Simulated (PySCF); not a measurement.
Species: bromopentafluoroethane, C₂BrF₅.
Numbering: `[F:1][C:2]([F:3])([F:4])[C:5]([F:6])([F:7])[Br:8]`

Geometry (PBE0-D3(BJ)/def2-SVP, Å), atoms numbered from 1 in this order:
```xyz
8
C2BrF5 angstrom
F     -1.6624    0.1860   -0.6595
C     -0.6105    0.5146    0.0781
F     -0.1944    1.7164   -0.2803
F     -0.9695    0.5344    1.3499
C      0.5052   -0.5328   -0.1528
F      0.8142   -0.5427   -1.4434
F      0.0396   -1.7275    0.1877
Br     2.0776   -0.1246    0.8901
```

Theory: core-valence-separated Tamm–Dancoff BHandHLYP/aug-pcX-1 (def2-SVPD on Br) in PySCF, non-relativistic, gas phase, PBE0-D3(BJ)/def2-SVP geometry.

Computed carbon K-edge spectrum, Gaussian lines of 0.8 eV full width, highest printed point 100; it ends one width below the last computed root. The energies are unshifted.

```tsv
photon energy (eV)	absorption
287.6	1
287.8	4
288.0	12
288.2	26
288.4	40
288.6	43
288.8	33
289.0	18
289.2	7
289.4	2
289.6	0
289.8	0
290.0	0
290.2	1
290.4	5
290.6	15
290.8	31
291.0	45
291.2	48
291.4	44
291.6	47
291.8	65
292.0	87
292.2	100
292.4	94
292.6	72
292.8	45
293.0	28
293.2	28
293.4	39
293.6	47
293.8	46
294.0	42
294.2	37
```

Problem. Assign the maxima to core holes.

Solution. 4 maxima:
- 288.5 eV: C5 (CF2 carbon), 288.55 eV, f = 0.074, 100 % of the height at the exact maximum
- 291.2 eV: C5 (CF2 carbon), 291.11 eV, f = 0.079, 94 % of the height at the exact maximum
- 292.2 eV: C2 (CF3 carbon), 292.49 eV, f = 0.087, 39 % of the height at the exact maximum; C5 (CF2 carbon), 292.17 eV, f = 0.067, 38 % of the height at the exact maximum; C2 (CF3 carbon), 291.94 eV, f = 0.057, 23 % of the height at the exact maximum
- 293.7 eV: C2 (CF3 carbon), 293.58 eV, f = 0.071, 84 % of the height at the exact maximum; C2 (CF3 carbon), 294.21 eV, f = 0.035, 13 % of the height at the exact maximum

Further lines of some strength in the range: C5, 294.19 eV, f = 0.008.

Roots within 0.03 eV on the same or equivalent atoms count as one line; shares under 12 % aren't listed.

Vibrational structure and lifetime widths aren't in the curve. The ionisation threshold wasn't computed; near and above it a finite basis only mimics Rydberg series and continuum. Relativistic effects, spin–orbit coupling among them, are left out although an element past zinc is present.
